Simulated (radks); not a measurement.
Neutral molybdenum inside a hard spherical wall (all orbitals vanish at R), configuration held at [Kr] 4d5 5s1 and not refilled when levels cross. Calculated with a radial shooting solver on a logarithmic mesh with Libxc functionals: scalar-relativistic Kohn-Sham, LDA (Slater exchange, Perdew-Wang correlation), spin-polarised, spherical densities, finite nucleus; open shells are filled with parallel spins first (spin-orbit coupling, left out, can overturn this in heavy ions); Fermi nuclear charge, rms radius 4.4091 fm. Eigenvalues in eV for spin up, with the zero of energy where the potential of the charges vanishes at infinity; a dash marks a level that is unbound or too diffuse for the functional's potential to be trusted. A positive occupied level is held by the wall or, in an anion where self-interaction has pushed it up, behind a barrier. The pressure on the wall is -dE/dV.

[
 {"R (bohr)": "free", "E (hartree)": "-4044.51248", "kinetic (hartree)": "4168.895", "e(4s)": "-64.908", "e(4p)": "-39.183", "e(5s)": "-4.833", "e(4d)": "-4.670", "e(5p, empty)": "-1.413", "e(6s, empty)": "-0.019", "pressure (GPa)": "0"},
 {"R (bohr)": "20", "E (hartree)": "-4044.51248", "kinetic (hartree)": "4168.895", "e(4s)": "-64.908", "e(4p)": "-39.183", "e(5s)": "-4.833", "e(4d)": "-4.670", "e(5p, empty)": "-1.413", "e(6s, empty)": "0.130", "pressure (GPa)": "< 0.0001"},
 {"R (bohr)": "10", "E (hartree)": "-4044.51207", "kinetic (hartree)": "4168.899", "e(4s)": "-64.874", "e(4p)": "-39.149", "e(5s)": "-4.803", "e(4d)": "-4.639", "e(5p, empty)": "-1.273", "e(6s, empty)": "2.065", "pressure (GPa)": "0.0113"},
 {"R (bohr)": "8", "E (hartree)": "-4044.50831", "kinetic (hartree)": "4168.929", "e(4s)": "-64.684", "e(4p)": "-38.961", "e(5s)": "-4.622", "e(4d)": "-4.470", "e(5p, empty)": "-0.823", "e(6s, empty)": "4.819", "pressure (GPa)": "0.174"},
 {"R (bohr)": "4", "E (hartree)": "-4044.03407", "kinetic (hartree)": "4170.946", "e(4s)": "-57.990", "e(4p)": "-32.552", "e(5s)": "5.290", "e(4d)": "1.769", "e(5p, empty)": "13.454", "e(6s, empty)": "51.067", "pressure (GPa)": "92.9"},
 {"R (bohr)": "3", "E (hartree)": "-4042.47483", "kinetic (hartree)": "4176.721", "e(4s)": "-48.307", "e(4p)": "-23.199", "e(5s)": "28.530", "e(4d)": "12.756", "e(5p, empty)": "42.196", "e(6s, empty)": "122.87", "pressure (GPa)": "857"},
 {"R (bohr)": "2.5", "E (hartree)": "-4039.64320", "kinetic (hartree)": "4186.949", "e(4s)": "-37.131", "e(4p)": "-11.677", "e(5s)": "62.690", "e(4d)": "27.203", "e(5p, empty)": "81.267", "e(6s, empty)": "210.05", "pressure (GPa)": "3430"}
]
